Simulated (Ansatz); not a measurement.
`N[SiH](Cl)Cl` + `[OH][GeH3]` → `Cl[SiH](Cl)[O][GeH3]` + NH₃ at 500 K and 1 bar (ligand exchange at the Si–N bond).

Computed with Ansatz on PBE0-D4/def2-TZVP structures; ΔE is electronic, products minus reactants. CCSD(T)/CBS is the MP2 limit (def2-TZVPP, def2-QZVPP) plus CCSD(T) − MP2 in def2-TZVPP, frozen cores. This one scheme is used for every species. For Ge outer-core shells are correlated without core-valence functions, which leaves a few kJ/mol of doubt a bond. Scalar relativity is left out up to krypton. Each species was taken in one conformer, which may not be the lowest.

```json
{"species": "`N[SiH](Cl)Cl`", "CCSD(T)/CBS energy (Eh)": "-1265.28357", "H − E (kJ/mol)": "139.5", "S (J/(mol·K))": "380.6"}
{"species": "`[OH][GeH3]`", "CCSD(T)/CBS energy (Eh)": "-2153.69723", "H − E (kJ/mol)": "124.0", "S (J/(mol·K))": "309.0"}
{"species": "`Cl[SiH](Cl)[O][GeH3]`", "CCSD(T)/CBS energy (Eh)": "-3362.49847", "H − E (kJ/mol)": "158.1", "S (J/(mol·K))": "472.7"}
{"species": "NH₃", "CCSD(T)/CBS energy (Eh)": "-56.50880", "H − E (kJ/mol)": "108.2", "S (J/(mol·K))": "211.8"}
```

H − E and S are ideal-gas, rigid-rotor, harmonic terms from PBE0-D4/def2-TZVP, for one conformer and one mirror image of each species. 1 Eh = 2625.50 kJ/mol, R = 8.31446 J/(mol·K).

Q: By hand: ΔE, ΔH, ΔS and ΔG.

A: ΔE = (-3362.49847) + (-56.50880) − (-1265.28357) − (-2153.69723) = -0.02647 Eh = -69.5 kJ/mol. Δ(H − E) = 158.1 + 108.2 − 139.5 − 124.0 = 2.8, so ΔH = -66.7 kJ/mol. ΔS = 472.7 + 211.8 − 380.6 − 309.0 = -5.1 J/(mol·K). ΔG = -66.7 − 500 × (-5.1)/1000 = -64.2 kJ/mol.

Q: By hand: the equilibrium constant, and the temperature at which ΔG would vanish if ΔH and ΔS stayed fixed.

A: log₁₀ K = −ΔG/(RT ln 10) = 6.7. ΔG = 0 at ΔH/ΔS = 13078 K, far beyond where these terms or the molecules hold.

The number of gas molecules stays the same, so ΔS is small and ΔH decides. A doubt of 5 kJ/mol in ΔE shifts log₁₀ K by 0.5 here. Other conformers and mirror images would add mixing entropy, several J/(mol·K) or more a flexible species. Modes under 60 cm⁻¹, often nearly free rotors, make the harmonic entropy too high. These are equilibria of isolated gas molecules and say nothing of rates. Largest T1 diagnostic: 0.011 (customary marks: 0.02 for closed shells, 0.045 for open ones).
